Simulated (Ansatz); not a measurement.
Reaction (ligand exchange at the Sn–O bond): `C[O][SnH2][OH]` + CH₃SH → `C[O][SnH2][S]C` + H₂O

Computed with Ansatz on PBE0-D4/def2-TZVP structures; ΔE is electronic, products minus reactants. CCSD(T)/CBS is the MP2 limit (def2-TZVPP, def2-QZVPP) plus CCSD(T) − MP2 in def2-TZVPP, frozen cores. This one scheme is used for every species. Elements past krypton have def2 core potentials. For Sn outer-core shells are correlated without core-valence functions, which leaves a few kJ/mol of doubt a bond. One conformer a species, not always the lowest.

`C[O][SnH2][OH]`:

Cartesian coordinates in Å:
```
C 0.207 0.859 1.481
O -0.555 0.381 0.403
Sn 0.258 -0.691 -1.025
O -1.288 -1.019 -2.171
H -0.453 1.423 2.146
H 1.012 1.536 1.161
H 0.659 0.049 2.071
H 1.411 0.241 -1.870
H 0.828 -2.169 -0.390
H -2.079 -0.612 -1.805
```

CH₃SH:

Z-matrix (Å, degrees):
```
C
S 1 1.806
H 1 1.089 2 111.5
H 1 1.089 2 111.5 3 -123.8
H 1 1.090 2 106.2 3 118.1
H 2 1.342 1 97.1 3 61.9
```

`C[O][SnH2][S]C`:

```xyz
13

C     2.203   -0.646    0.003
O     0.900   -0.761    0.510
Sn   -0.061    0.848    1.118
S    -2.345    0.285    0.809
C    -2.275   -0.187   -0.947
H     2.947   -0.487    0.796
H     2.459   -1.579   -0.509
H     2.309    0.172   -0.726
H     0.477    2.090    0.067
H     0.244    1.135    2.770
H    -1.537   -0.970   -1.108
H    -2.059    0.672   -1.582
H    -3.263   -0.571   -1.202
```

H₂O:

```xyz
3

O     0.384   -0.012    0.061
H    -0.283    0.396    0.617
H    -0.101   -0.383   -0.679
```

```json
{"species": "`C[O][SnH2][OH]`", "CCSD(T)/CBS(def2) energy (Eh)": "-406.03949"}
{"species": "CH₃SH", "CCSD(T)/CBS(def2) energy (Eh)": "-438.22835"}
{"species": "`C[O][SnH2][S]C`", "CCSD(T)/CBS(def2) energy (Eh)": "-767.90454"}
{"species": "H₂O", "CCSD(T)/CBS(def2) energy (Eh)": "-76.37941"}
```

Work out ΔE.

ΔE = (-767.90454) + (-76.37941) − (-406.03949) − (-438.22835) = -0.01611 Eh = -42.3 kJ/mol.

Largest T1 diagnostic among the species: 0.014.

The D4 term adds −9.9 kJ/mol with B3LYP and −5.7 kJ/mol with PBE0; it sums over pairs of atoms, weighted by their polarisabilities, and B3LYP, whose exchange is more repulsive, gets the larger term. In def2-TZVPP, CCSD(T) changes the Hartree–Fock value by −13.5 kJ/mol (the triples alone add −2.6 kJ/mol) and MP2 by −18.8 kJ/mol.

B3LYP here is the variant with VWN-RPA as its local correlation; programs differ in this.
